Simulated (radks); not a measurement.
Ionisation of neutral manganese, [Ar] 3d5 4s2, to [Ar] 3d5 4s1 as the strength of local exchange is varied. Method: scalar-relativistic Kohn-Sham, Slater X-alpha exchange (alpha = 2/3 is LDA exchange), no correlation, spin-polarised, spherical densities, point nucleus; open shells are filled with parallel spins first; computed with a radial shooting solver on a logarithmic mesh with Libxc functionals.

alpha  E(Mn) (hartree)  exchange (hartree)  IE (eV)  -e of the level emptied (eV)  <r> of it (bohr)
0.567      -1147.14416           -40.44631    5.678                    3.086 (4s)             3.516
0.667      -1154.30475           -47.88594    6.062                    3.525 (4s)             3.444
0.694      -1156.24597           -49.91007    6.170                    3.650 (4s)             3.425
0.724      -1158.40680           -52.16676    6.294                    3.791 (4s)             3.403
1.009      -1179.13874           -74.00455    7.580                    5.277 (4s)             3.194
1.046      -1181.85718           -76.89221    7.762                    5.488 (4s)             3.168

NIST Atomic Spectra Database: 7.434 eV (measured). The Delta-SCF value meets it near alpha = 0.98. Open shells are spherical and high-spin; term and fine-structure splittings are not resolved.
